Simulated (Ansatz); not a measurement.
`C[O][W]([NH2])(=[O])=[S]` and `[NH2][W](=[O])([F])=[S]` differ in one atom or group.

Ansatz, PBE0-D4/def2-TZVP geometries, multiplicity 1. Each molecule was computed in one conformer, which needn't be the lowest.

Elements past krypton have def2 core potentials.

```
                                      property  `C[O][W]([NH2])(=[O])=[S]`
             LUMO energy (PBE/def2-TZVPP) / eV                       -2.73
size of the dipole moment (PBE/def2-TZVPP) / D                        4.20
         LUMO energy (ωB97M-V/def2-TZVPP) / eV                        0.03
            LUMO energy (PBE0/def2-TZVPP) / eV                       -2.01
             HOMO energy (PBE/def2-TZVPP) / eV                       -6.14
           HOMO energy (B3LYP/def2-TZVPP) / eV                       -7.13
```

Q: What does the change do to each property? (An estimate is asked.)

A: The calculation gave: 
```
                                      property  `[NH2][W](=[O])([F])=[S]`  shift
             LUMO energy (PBE/def2-TZVPP) / eV                      -3.12  -0.39
size of the dipole moment (PBE/def2-TZVPP) / D                       3.86  -0.34
         LUMO energy (ωB97M-V/def2-TZVPP) / eV                      -0.34  -0.37
            LUMO energy (PBE0/def2-TZVPP) / eV                      -2.41  -0.40
             HOMO energy (PBE/def2-TZVPP) / eV                      -6.51  -0.37
           HOMO energy (B3LYP/def2-TZVPP) / eV                      -7.52  -0.39
```

The zero-point energy changes by -103.2 kJ/mol with -12 modes. Dipoles are sizes alone; their direction can turn.

B3LYP here is the variant with VWN-RPA as its local correlation; programs differ in this.
